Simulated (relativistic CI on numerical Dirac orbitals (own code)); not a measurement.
Cu²⁺ in a cubic cluster: 1s photoemission with charge transfer

Computed with a charge-transfer multiplet model of a cubic metal-ligand cluster with up to one ligand hole, Slater and spin-orbit integrals from Dirac-Coulomb-Breit ions, Slater integrals scaled by 0.8. The ground state mixes d9 with configurations of k ligand holes L, whose averages lie at kΔ + k(k − 1)U_dd/2; a core hole lowers each added d electron by U_cd. 20 K, Lorentzian 1.1 eV and Gaussian 0.6 eV FWHM.

Atomic integrals in eV (Slater integrals scaled, ζ unscaled), ground: F2dd 11.066, F4dd 6.905, zeta_d 0.099; with the core hole: F2dd 11.066, F4dd 6.905, zeta_d 0.136, G2cd 0.070.

Cluster parameters (eV): U_dd = 8.2, U_cd = 9.8, 10Dq = 1.3, 10Dq(ligand) = 0.6, V(eg) = 1.85, V(t2g) = -0.97, final-state hopping factor = 1.

```tsv
Case	n_d	d9	d10L	S
Δ = 1 eV	9.32	0.68	0.32	0.50
Δ = 2 eV	9.23	0.77	0.23	0.50
Δ = 3 eV	9.16	0.84	0.16	0.50
Δ = 4 eV	9.12	0.88	0.12	0.50
Δ = 6 eV	9.07	0.93	0.07	0.50
```

Weights, n_d and S are thermal averages at 20 K. Binding energies count from the first peak over 30 % of the highest in each spectrum, which can be another peak from case to case. The parameters are a model scan and need not match a compound or its usual spin state. Peaks in eV (height, largest 100):
- Δ = 1 eV: 0.0 (100), 9.2 (91)
- Δ = 2 eV: 0.0 (80), 8.2 (100)
- Δ = 3 eV: 0.0 (64), 7.4 (100)
- Δ = 4 eV: 0.0 (58), 6.5 (100)
- Δ = 6 eV: 0.0 (66), 5.0 (100)

Curve for Δ = 4 eV (points under 2 left out, the grid thinned):

E (eV), Intensity and a bar:
```
     -3.3        2.3 
     -3.0        2.7 
     -2.7        3.2 
     -2.4        4.0 #
     -2.1        5.1 #
     -1.7        7.5 ##
     -1.4       10.7 ###
     -1.1       16.2 ####
     -0.8       26.1 #######
     -0.5       41.3 ############
     -0.2       55.8 #################
      0.1       56.7 #################
      0.4       43.2 #############
      0.7       27.8 ########
      1.1       15.3 ####
      1.4       10.7 ###
      1.7        8.0 ##
      2.0        6.5 #
      2.3        5.7 #
      2.6        5.2 #
      2.9        5.1 #
      3.2        5.2 #
      3.5        5.6 #
      3.9        6.5 #
      4.2        7.8 ##
      4.5        9.8 ##
      4.8       12.9 ###
      5.1       18.2 #####
      5.4       27.5 ########
      5.7       44.2 #############
      6.0       70.2 #####################
      6.4       99.3 ##############################
      6.7       91.4 ############################
      7.0       64.7 ###################
      7.3       40.5 ############
      7.6       25.5 #######
      7.9       17.0 #####
      8.2       11.9 ###
      8.5        8.8 ##
      8.8        6.7 #
      9.2        5.0 #
      9.5        4.1 #
      9.8        3.4 
     10.1        2.9 
     10.4        2.5
```

For the case Δ = 3 eV, Δ = 3 eV is smaller than U_dd = 8.2 eV, the charge-transfer side of the Zaanen-Sawatzky-Allen scheme. With the core hole the configuration with one ligand hole lies at Δ − U_cd = -8.8, -7.8, -6.8, -5.8, -3.8 eV from the one without, in the order of the table; where this is negative the screened configuration lies lower.
